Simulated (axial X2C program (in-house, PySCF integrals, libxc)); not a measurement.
# TeBr: from Re and ωe to a spectrum

A bond curve at the PBE0 level, 2c, was computed with an in-house all-electron X2C program for linear molecules (integrals from PySCF) (basis Te dyall-cv3z [11s12p8d4f1g], Br dyall-cv3z [8s9p6d4f1g] (cores contracted in-house)) for the state Ω = 3/2 (⟨Sz⟩ = 0.51, ⟨Lz⟩ = 0.99 at PBE0). Its fit gives Re = 2.4675 Å, ωe = 269.3 cm⁻¹, ωexe = 0.654 cm⁻¹ and αe = 1.760e-04 cm⁻¹; the masses are 129.9062 and 78.9183 u. Two-component means X2C with spin–orbit coupling and atomic mean-field Coulomb and Gaunt terms.

Task: Find the reduced mass, Be and the force constant.

Result: From the PBE0 values: μ = 49.0937 u. Be = 16.8576/(μ Re²) = 0.0564 cm⁻¹. k = 5.8918×10⁻⁷ μ ωe² = 2.1 mdyn/Å.

Task: Where do the fundamental and the first overtone lie?

Result: ν(1←0) = ωe − 2ωexe = 268.0 cm⁻¹; ν(2←0) = 2ωe − 6ωexe = 534.7 cm⁻¹.

Task: A Morse curve ties αe to the other constants (Pekeris). How well does that hold?

Result: αe(Morse) = 6Be²/ωe × (√(ωexe/Be) − 1) = 1.705e-04 cm⁻¹; the PBE0 curve gives 1.760e-04 cm⁻¹, a ratio of 0.97.

Task: The dipole moment p changes by 3.83 D/Å at Re. What harmonic infrared intensity follows?

Result: I = 42.256 × (dp/dR)²/μ = 13 km/mol.

Task: Estimate the centrifugal constant by the Kratzer relation.

Result: D = 4Be³/ωe² = 9.89e-09 cm⁻¹.

The state is one determinant whose occupation by symmetry is held fixed; it was picked as the lowest of a PBE0 search that is not exhaustive. Density functionals use the spin component along the axis (collinear). The functionals have no current-density term, which raises determinants with orbital currents, atoms included.
